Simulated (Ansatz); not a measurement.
C₄H₉NaO, charge +1, doublet, at the geometry of the source list (a state made from the parent by changing its charge; the spin is typed, not shown lowest). Base run: HF/STO-3G run with Ansatz (an electronic-structure program).

Input for Ansatz:
Ansatz 0.2 input:
```yaml
crystal:
  periodic: [false, false, false]
  atoms:
    - {symbol: Na, position_ang: [1.75540000, 2.12710000, 1.42110000]}
    - {symbol: O, position_ang: [0.33980000, 0.98330000, 1.23090000]}
    - {symbol: C, position_ang: [-0.00320000, 0.13190000, 0.22460000]}
    - {symbol: C, position_ang: [1.09250000, -0.92960000, -0.01160000]}
    - {symbol: C, position_ang: [-1.31440000, -0.60360000, 0.59010000]}
    - {symbol: C, position_ang: [-0.23230000, 0.89090000, -1.10010000]}
    - {symbol: H, position_ang: [0.79550000, -1.64270000, -0.77630000]}
    - {symbol: H, position_ang: [1.27870000, -1.46100000, 0.91880000]}
    - {symbol: H, position_ang: [2.01770000, -0.43470000, -0.32360000]}
    - {symbol: H, position_ang: [-1.16720000, -1.15260000, 1.51560000]}
    - {symbol: H, position_ang: [-1.61260000, -1.29120000, -0.19690000]}
    - {symbol: H, position_ang: [-2.09990000, 0.12920000, 0.74920000]}
    - {symbol: H, position_ang: [0.69920000, 1.37720000, -1.40690000]}
    - {symbol: H, position_ang: [-0.98950000, 1.65590000, -0.94480000]}
    - {symbol: H, position_ang: [-0.55990000, 0.22000000, -1.89000000]}
basis:
  gaussian:
    orbitals: STO-3G
hamiltonian:
  xc: hf
total_charge: 1
magnetization: {spin_polarized: true, initial_magnetization: 1}
```

Variants of this job, named by their change:

| change | basis functions | E (Eh) | core-seconds (rough) | outcome |
|---|---|---|---|---|
| base | 43 | -388.52673 | 1 | converged |
| basis = pcseg-2 | - | - | - | cut at the time limit |
| basis = 3-21G | 76 | -390.96188 | 6 | converged |
| basis = 6-31G | 76 | -393.11661 | 5 | converged |
| basis = def2-SV(P) | 103 | -392.95900 | 20 | converged |
| basis = 6-31G* | 112 | -393.20298 | 10 | converged |
| basis = def2-SVP | 130 | -392.98560 | 20 | converged |
| basis = 6-31+G* | 136 | -393.20522 | 30 | converged |
| basis = 6-31G** | 139 | -393.21740 | 20 | converged |
| basis = def2-SVPD | 193 | -392.99645 | 60 | converged |
| basis = aug-pcseg-1 | 210 | -393.14964 | 80 | converged |
| basis = aug-cc-pVDZ | 223 | -393.24289 | 100 | converged |
| basis = 6-311+G(2d,p) | 224 | -393.27635 | 100 | converged |

Totals compare only among sets that treat the same electrons; sets with core potentials leave the core out.
